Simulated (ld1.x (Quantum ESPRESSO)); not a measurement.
## nitrogen (N): one change to an ultrasoft potential, before and after

- Element: N (Z = 7)
- Generator: ld1.x (Quantum ESPRESSO) 7.5
- Type: ultrasoft
- Functional: LDA (PZ)
- Relativity: scalar-relativistic
- Frozen core: [He]
- Valence charge: 5
- Reference configuration: 2s2 2p2 (charge +1)
- Partial waves: 2s (bound): rcut 0.60, rcutus 0.85 bohr; 2s channel at 0.15 Ry: rcut 0.60, rcutus 0.85 bohr; 2p (bound): rcut 1.35, rcutus 1.50 bohr; 2p channel at 0.65 Ry: rcut 1.35, rcutus 1.50 bohr; 3d channel at 0.2 Ry: rcut 1.30, rcutus 1.45 bohr; 3d channel at 2.05 Ry: rcut 1.30, rcutus 1.45 bohr
- Local potential: all-electron potential smoothed inside 1.45 bohr (lloc = -2)
- Core correction: a·sin(br)/r model core, default radius (core density twice the valence density)
- Augmentation charge: PSQ, inside the norm-conserving radii

All-electron outer shells of the reference configuration (LDA (PZ), scalar-relativistic, ld1.x):

```
shell  level (eV)  outermost node (bohr)  outermost maximum (bohr)
   2s      -32.25                   0.32                      0.99
   2p      -20.82                      –                      0.91
```

Change: waves 2s (bound): rcut 0.60, rcutus 0.80 bohr; 2s channel at 0.15 Ry: rcut 0.60, rcutus 0.80 bohr.

Cutoffs: the cutoffs (Ry, on a coarse ladder) from which the occupation-weighted sum of valence levels, in a spherical-Bessel basis at the reference potential, stays within 10 and 1 mRy of its value at 400 Ry; they do not see the model core or the augmentation charge, which bear on the density cutoff. Errors are all-electron minus pseudo energies relative to the spin-unpolarised reference configuration.

Problem. How do hardness, ghosts and transferability respond?

Solution. The potential gets harder (45 Ry and 60 Ry → 50 Ry and 70 Ry); the errors of the 9 common tests hardly move; neither file shows a bound ghost. A smaller radius makes the pseudo-wave follow the all-electron one further in, where it bends more sharply, so more plane waves are needed.

| quantity | base | changed |
| --- | --- | --- |
| cutoff, loose | 45 Ry | 50 Ry |
| cutoff, tight | 60 Ry | 70 Ry |
| loose cutoff by channel (10 mRy a level) | s 40 Ry, p 25 Ry | s 45 Ry, p 25 Ry |
| bound ghosts | none | none |
| error for 2s2 2p3, meV [ΔE -13.73 eV] | -9.3 | -9.3 |
| error for 2s2 2p1, meV [ΔE 28.97 eV] | -33 | -32 |
| error for 2s2 2p0, meV [ΔE 76.13 eV] | -177 | -176 |
| error for 2s2 2p3.3, meV [ΔE -15.40 eV] | -12 | -12 |
| error for 2s1 2p0, meV [ΔE 153.61 eV] | -255 | -256 |
| error for 2s0 2p5, meV [ΔE 8.72 eV] | -20 | -18 |
| error for 2s2 2p2.5, meV [ΔE -8.57 eV] | -3.3 | -3.2 |
| error for 2s2 2p2 (spin-polarised), meV [ΔE -1.69 eV] | -9.4 | -9.3 |
| error for 2s2 2p3 (spin-polarised), meV [ΔE -16.62 eV] | -29 | -28 |
| s: phases at 1.65 bohr within 0.05 rad from the reference energy up to (Ry; the scan ends near 5) | to the end of the scan | to the end of the scan |
| p: phases at 1.65 bohr within 0.05 rad from the reference energy up to (Ry; the scan ends near 5) | to the end of the scan | to the end of the scan |
| d: phases at 1.65 bohr within 0.05 rad from the reference energy up to (Ry; the scan ends near 5) | to the end of the scan | to the end of the scan |
| lowest overlap eigenvalue by channel | s 0.42, p 0.98, d 0.98 | s 0.31, p 0.98, d 0.98 |
